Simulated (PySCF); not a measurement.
## Electron correlation in As⁺ (arsenic, charge +1)

[Ar] 3d10 4s2 4p2, high-spin 3P determinant. Computed with PySCF 2.14 in aug-cc-pVDZ-DK, with scalar relativity by spin-free X2C-1e. Frozen: [Ar] 3d10; 4 electrons correlated.

MP2 pair energies summed by pair of shells (mhartree):

| pair | energy | share (%) |
| --- | --- | --- |
| 4s-4p | -25.59 | 59.8 |
| 4s-4s | -12.84 | 30.0 |
| 4p-4p | -4.33 | 10.1 |

Total MP2 correlation energy: -42.76 mhartree.

Same-spin part -7.13 and opposite-spin part -35.63 mhartree; SCS-MP2 scales them by 1/3 and 6/5 to -45.13 mhartree.

```
  level  correlation energy (mhartree)
   CCSD                         -59.12
    (T)                          -0.72
CCSD(T)                         -59.84
```

Diagnostics: T1 = 0.0069, D1 = 0.0191, largest double amplitude 0.093.

Is a single reference adequate?

Mostly. T1 lies below 0.03, but a double amplitude of this size points to a near-degeneracy that CCSD handles and MP2 describes poorly.
